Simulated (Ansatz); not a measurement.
A calculation with Ansatz (development build ahead of 0.2.0).

```yaml
crystal:
  periodic: [false, false, false]
  atoms:
    - { symbol: H, position_ang: [-1.14919, -1.15238, -0.77893] }
    - { symbol: H, position_ang: [-1.15002, -1.15124, -1.52005] }
    - { symbol: H, position_ang: [-1.14875, -1.14929, 1.52539] }
    - { symbol: H, position_ang: [-1.14785, -1.14867, 0.77888] }
    - { symbol: H, position_ang: [-1.15043, 1.15044, -0.77694] }
    - { symbol: H, position_ang: [-1.15053, 1.15129, -1.52075] }
    - { symbol: H, position_ang: [-1.151, 1.15049, 1.52214] }
    - { symbol: H, position_ang: [-1.14977, 1.14757, 0.77738] }
    - { symbol: H, position_ang: [1.15086, -1.15004, -0.77874] }
    - { symbol: H, position_ang: [1.14946, -1.14997, -1.52016] }
    - { symbol: H, position_ang: [1.14967, -1.15086, 1.52084] }
    - { symbol: H, position_ang: [1.14977, -1.15051, 0.78014] }
    - { symbol: H, position_ang: [1.15028, 1.15023, -0.77748] }
    - { symbol: H, position_ang: [1.14998, 1.15151, -1.52238] }
    - { symbol: H, position_ang: [1.1503, 1.15055, 1.52183] }
    - { symbol: H, position_ang: [1.14772, 1.1513, 0.77915] }
basis:
  gaussian: { orbitals: STO-3G }
hamiltonian:
  xc: hf
```

The input is written out in the form of the current development build from the run's settings.

Results

* Converged: yes
* Total energy: -8.86175 hartree
* Spin squared of the determinant: 0.000
